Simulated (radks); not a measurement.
Q: Radial electron density D(r) = 4 pi r^2 rho(r) of an atom or ion with 52 electrons. Method: non-relativistic Kohn-Sham, MS2 meta-GGA, spin-polarised, spherical densities, point nucleus; meta-GGA in the generalised Kohn-Sham scheme; computed with a radial shooting solver on a logarithmic mesh with Libxc functionals.

```
   r/bohr * D(r) (the largest magnitude, 87.5, reaches the edge; | marks zero)
 0.003317 |     *
 0.003862 |       *
 0.004532 |          *
 0.005276 |            *
 0.006192 |                *
 0.007266 |                   *
 0.008459 |                       *
 0.009926 |                            *
  0.01156 |                                *
  0.01356 |                                    *
  0.01591 |                                       *
  0.01853 |                                         *
  0.02174 |                                         *
  0.02531 |                                        *
   0.0297 |                                      *
  0.03485 |                                    *
  0.04058 |                                    *
  0.04762 |                                      *
  0.05543 |                                          *
  0.06505 |                                               *
  0.07573 |                                                    *
  0.08887 |                                                      *
   0.1043 |                                                    *
   0.1214 |                                              *
   0.1425 |                                         *
   0.1659 |                                       *
   0.1946 |                                         *
   0.2284 |                                             *
   0.2659 |                                             *
   0.3121 |                                      *
   0.3633 |                            *
   0.4263 |                  *
   0.4963 |              *
   0.5824 |               *
   0.6835 |                 *
   0.7957 |                *
   0.9337 |            *
    1.087 |        *
    1.276 |    *
    1.497 |  *
    1.743 |  *
    2.045 | *
    2.381 | *
    2.794 |*
    3.279 *
    3.817 *
    4.479 *
    5.214 *
    6.119 *
    7.124 *
     8.36 *
     9.81 *
    11.42 *
     13.4 *
```

What is the nuclear charge?

A: Z = 53. The innermost maximum, from 1s, lies near 1/Z = 0.0189 bohr (found: 0.0209), and its height grows with Z. The density is that of the iodine ion I+ in [Kr] 4d10 5s1 5p4 6p1; the configuration itself is not fixed sharply by these data, and Z only to a few units. D(r) has 4 maxima, at r = 0.0209, 0.0882, 0.247, 0.711 bohr, and minima at 0.0393, 0.165, 0.517 bohr, inside which lie 2.01, 11.32, 28.97 electrons.
